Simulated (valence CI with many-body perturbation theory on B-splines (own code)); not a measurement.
## Level structure of Nb XXVII

Computed by valence CI with perturbative core correlation (CI+MBPT): five valence electrons over a frozen Dirac-Fock core [Ne], radial functions for each j: 11 s, 11 p, 10 d, 8 f, 5 g, 2 h, with the one-electron correlation potential Σ1, the two-electron term Σ2, the three-electron term Σ3, Breit, model QED; selected CI, second order for the rest, scaled by the run's own slope (own B-spline code, finite nucleus).

No measured spectrum was set against this ion. As an estimate, large intervals hold to a few tenths of a per cent, small ones and those within an open d or f shell to about a per cent. Among the levels kept, up to 3700 cm⁻¹ of a level comes from second order outside the variational space, and about a tenth of that is noise between levels of different J, which matters for small intervals.

Levels 1 to 45 of 168, with energies above the lowest level, 3s²3p³ ⁴S°_3/2. "Leading %" is the weight of the configuration and term that name the level; weights of strongly mixed levels are sums over their largest components and can fall short, so below about 35 % the name and the second component can differ from the true leading terms, or belong to a minority configuration. In the jj column 3d3/2^4 stands for four electrons in 3d with j = 3/2. Lifetimes count E1, E2, E3, M1 and M2 decay at the calculated energies, and are blank where another channel may lead or the interval is too uncertain; long ones can be off by a factor of two.

```
No.  Configuration  Term    J  E (cm⁻¹)  Leading %  Lifetime                     Leading jj
  1         3s²3p³   ⁴S°  3/2         0         49                3s^2 3p1/2^2 3p3/2 (90 %)
  2         3s²3p³   ²D°  3/2    139020         54   17.5 μs      3s^2 3p1/2 3p3/2^2 (90 %)
  3         3s²3p³   ²D°  5/2    180700         98   88.6 μs      3s^2 3p1/2 3p3/2^2 (98 %)
  4         3s²3p³   ²P°  1/2    236200         97   12.6 μs      3s^2 3p1/2 3p3/2^2 (97 %)
  5         3s²3p³   ²P°  3/2    372030         59   4.84 μs            3s^2 3p3/2^3 (94 %)
  6          3s3p⁴    ⁴P  5/2    682350         77    156 ps      3s 3p1/2^2 3p3/2^2 (82 %)
  7          3s3p⁴    ⁴P  3/2    762330         48   79.7 ps      3s 3p1/2^2 3p3/2^2 (47 %)
  8          3s3p⁴    ⁴P  1/2    783010         63   64.8 ps      3s 3p1/2^2 3p3/2^2 (63 %)
  9          3s3p⁴    ⁴P  3/2    843720         32    194 ps      3s^2 3p1/2^2 3d3/2 (43 %)
 10          3s3p⁴    ²D  3/2    895770         34   44.8 ps      3s^2 3p1/2^2 3d3/2 (31 %)
 11          3s3p⁴    ²D  5/2    904340         38   98.6 ps        3s 3p1/2 3p3/2^3 (49 %)
 12       3s²3p²3d    ⁴D  5/2    923460         26   80.0 ps      3s^2 3p1/2^2 3d5/2 (47 %)
 13       3s²3p²3d    ²P  3/2    951480         35    122 ps  3s^2 3p1/2 3p3/2 3d3/2 (60 %)
 14       3s²3p²3d    ⁴D  1/2    959980         30   47.1 ps  3s^2 3p1/2 3p3/2 3d3/2 (55 %)
 15       3s²3p²3d    ²F  5/2    982210         61    543 ps  3s^2 3p1/2 3p3/2 3d3/2 (85 %)
 16       3s²3p²3d    ⁴F  7/2   1006700         74   2.41 ns  3s^2 3p1/2 3p3/2 3d3/2 (49 %)
 17       3s²3p²3d    ⁴D  7/2   1019600         47   32.5 ns  3s^2 3p1/2 3p3/2 3d5/2 (72 %)
 18       3s²3p²3d    ⁴D  1/2   1023300         57   29.5 ps  3s^2 3p1/2 3p3/2 3d3/2 (40 %)
 19       3s²3p²3d    ⁴D  3/2   1042300         58   31.3 ps  3s^2 3p1/2 3p3/2 3d5/2 (29 %)
 20       3s²3p²3d    ⁴F  9/2   1054300         65            3s^2 3p1/2 3p3/2 3d5/2 (88 %)
 21       3s²3p²3d    ⁴D  5/2   1071200         36   27.5 ps  3s^2 3p1/2 3p3/2 3d5/2 (68 %)
 22       3s²3p²3d    ²P  1/2   1131500         34   21.6 ps      3s^2 3p3/2^2 3d5/2 (47 %)
 23          3s3p⁴    ²P  3/2   1131700         36   4.19 ps  3s^2 3p1/2 3p3/2 3d3/2 (28 %)
 24       3s²3p²3d    ²G  7/2   1131800         59   58.4 ps  3s^2 3p1/2 3p3/2 3d5/2 (48 %)
 25       3s²3p²3d    ⁴P  5/2   1138700         52   5.12 ps  3s^2 3p1/2 3p3/2 3d3/2 (34 %)
 26       3s²3p²3d    ⁴P  3/2   1160800         39   5.25 ps  3s^2 3p1/2 3p3/2 3d5/2 (40 %)
 27       3s²3p²3d    ⁴P  1/2   1164100         38   4.90 ps  3s^2 3p1/2 3p3/2 3d3/2 (78 %)
 28       3s²3p²3d    ²D  3/2   1193300         72   16.0 ps  3s^2 3p1/2 3p3/2 3d5/2 (57 %)
 29       3s²3p²3d    ²F  7/2   1202300         48    349 ps      3s^2 3p3/2^2 3d5/2 (93 %)
 30       3s²3p²3d    ²D  5/2   1216700         58   4.95 ps  3s^2 3p1/2 3p3/2 3d5/2 (47 %)
 31       3s²3p²3d    ²G  9/2   1226900         65   11.2 μs      3s^2 3p3/2^2 3d5/2 (88 %)
 32       3s²3p²3d    ²P  1/2   1261500         39   4.74 ps  3s^2 3p1/2 3p3/2 3d5/2 (59 %)
 33       3s²3p²3d    ²P  1/2   1272400         57   5.68 ps      3s^2 3p3/2^2 3d3/2 (58 %)
 34       3s²3p²3d    ²D  3/2   1292000         46   4.13 ps      3s^2 3p3/2^2 3d3/2 (66 %)
 35       3s²3p²3d    ²D  5/2   1294100         37   4.35 ps      3s^2 3p3/2^2 3d3/2 (53 %)
 36       3s²3p²3d    ²F  7/2   1331100         86   4.35 ps      3s^2 3p3/2^2 3d3/2 (66 %)
 37       3s²3p²3d    ²D  5/2   1338600         86   99.0 ps      3s^2 3p3/2^2 3d5/2 (89 %)
 38       3s²3p²3d    ²P  3/2   1366400         53   5.30 ps      3s^2 3p3/2^2 3d3/2 (38 %)
 39       3s²3p²3d    ²S  1/2   1398500         37   4.41 ps      3s^2 3p3/2^2 3d5/2 (35 %)
 40       3s²3p²3d    ²D  3/2   1419600         77   5.50 ps      3s^2 3p3/2^2 3d5/2 (50 %)
 41       3s²3p²3d    ²D  5/2   1433200         57   4.85 ps      3s^2 3p3/2^2 3d5/2 (75 %)
 42        3s3p³3d   ⁶D°  1/2   1479900         82    517 ps  3s 3p1/2^2 3p3/2 3d3/2 (57 %)
 43        3s3p³3d   ⁶D°  3/2   1481600         78    332 ps  3s 3p1/2^2 3p3/2 3d3/2 (58 %)
 44        3s3p³3d   ⁶D°  5/2   1482000         71    372 ps  3s 3p1/2^2 3p3/2 3d3/2 (57 %)
 45        3s3p³3d   ⁶D°  7/2   1488000         70    648 ps  3s 3p1/2^2 3p3/2 3d3/2 (37 %)
```

Names give the largest LS component (configuration and term), which can be under half, so a name can repeat, a term be missing and a line seem to break the LS rules; names also repeat where a configuration has a term twice.

The ionisation energy to 3s²3p² ³P0 of the next ion comes out as 1356.8 eV (NIST: 1368 ± 5 eV (semi-empirical), further off than twice its uncertainty). All 168 levels together are meant to be complete up to 2430000 cm⁻¹.
